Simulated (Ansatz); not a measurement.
System: C$_{2}$H$_{9}$GeN, net charge 0, singlet state. 
Structure (B3LYP-D3(BJ)/def2-TZVP (Ansatz, a first-principles code) minimum search):
```
N
C 1 1.4519
H 2 1.0913 1 110.44
H 2 1.0955 3 107.62 1 -119.85
H 2 1.1024 3 108.02 4 -115.56
C 1 1.4519 2 112.57 3 -177.25
H 6 1.0913 1 110.44 2 177.25
H 6 1.0955 7 107.62 1 119.85
H 6 1.1024 7 108.02 8 115.56
Ge 1 1.8512 2 116.74 3 43.73
H 10 1.5371 1 106.98 2 -171.36
H 10 1.5371 11 111.87 7 -140.96
H 10 1.5520 11 109.14 12 -120.88
```

Total electronic energies in hartree. Cores are frozen in the correlated levels unless marked. Spin-orbit coupling is left out. Frozen are the shells of the preceding noble gas and the d and f shells that filled before the atom's block. No relativistic terms. CBS(X,Y): correlation extrapolated as X^-3; Hartree-Fock from the larger set. [CCSD(T)-MP2]/basis is that difference in the basis named.

```csv
level,program,energy (Eh)
HF/cc-pVQZ,Ansatz,-2210.87287
RI-HF/aug-cc-pVTZ,Ansatz,-2210.86130
RI-HF/aug-cc-pVQZ,Ansatz,-2210.87326
SVWN5/def2-TZVPD,Ansatz,-2209.03308
PBE/def2-TZVPD,Ansatz,-2212.90739
BLYP-D3(BJ)/def2-TZVPD,Ansatz + dftd3,-2213.41144
revPBE-D3(BJ)/def2-TZVPD,Ansatz + dftd3,-2213.23157
r2SCAN/def2-TZVPD,Ansatz,-2213.31980
PBE0-D3(BJ)/def2-TZVPD,Ansatz + dftd3,-2212.99337
PBE0-D4/def2-TZVP,Ansatz + dftd4,-2212.99163
r2SCAN0/def2-TZVPD,Ansatz,-2213.28851
CAM-B3LYP-D4/def2-TZVPD,Ansatz + dftd4,-2213.47037
B2GP-PLYP-D4/def2-TZVPD,Ansatz + dftd4,-2212.69788
MP2/cc-pVDZ,Ansatz,-2211.31071
MP2/aug-cc-pVTZ,Ansatz,-2211.57173
MP2/cc-pVTZ,Ansatz,-2211.55717
MP2/aug-cc-pVQZ,Ansatz,-2211.62178
SCS-MP2/aug-cc-pVDZ,Ansatz,-2211.35264
"CCSD/CBS(aug-cc-pVTZ,aug-cc-pVQZ)",Ansatz,-2211.6830
CCSD(T)/6-31G,Ansatz,-2210.76877
CCSD(T)/cc-pVDZ,Ansatz,-2211.38832
"RI-MP2/CBS(aug-cc-pVTZ,aug-cc-pVQZ)+[CCSD(T)-MP2]/aug-cc-pVTZ",Ansatz,-2211.7271
"CCSD(T)/CBS(aug-cc-pVTZ,aug-cc-pVQZ)",Ansatz,-2211.7159
```

Totals of different functionals don't rank their quality; only differences between species are comparable.
